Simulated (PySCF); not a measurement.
## As²⁺ (arsenic, charge +2) across methods

[Ar] 3d10 4s2 5s1, 2S determinant (an excited configuration). Calculation: PySCF 2.14, in dyall-av3z; scalar relativity by spin-free X2C-1e.

| method | E (hartree) | mean ε 4s α (eV) | mean ε 4s β (eV) | mean ε 5s α (eV) | Σ⟨r²⟩ (bohr²) | ⟨S²⟩ |
| --- | --- | --- | --- | --- | --- | --- |
| PW91 | -2259.462 | -37.540 | -37.359 | -13.308 | 35.69 | 0.750 |
| PBE0 | -2258.997 | -38.638 | -38.407 | -13.744 | 35.94 | 0.750 |
| PBE | -2258.972 | -37.402 | -37.226 | -13.285 | 35.70 | 0.750 |
| r2SCAN | -2259.227 | -37.541 | -37.709 | -13.212 | 35.98 | 0.750 |
| BHandHLYP | -2259.246 | -39.945 | -39.720 | -13.954 | 36.19 | 0.750 |
| TPSSh | -2259.209 | -37.765 | -37.623 | -13.452 | 35.79 | 0.750 |
| UHF | -2257.60815 | -41.503 | -41.048 | -14.621 | 37.46 | 0.750 |

**Question.** Estimate the same row for LDA.

**Answer.** E (hartree) = -2255.840; mean ε 4s α (eV) = -37.873; mean ε 4s β (eV) = -37.689; mean ε 5s α (eV) = -13.210; Σ⟨r²⟩ (bohr²) = 35.57; ⟨S²⟩ = 0.750.

The outer electron is Rydberg-like, and this basis confines it to a smaller radius and binds it less than a complete one would.
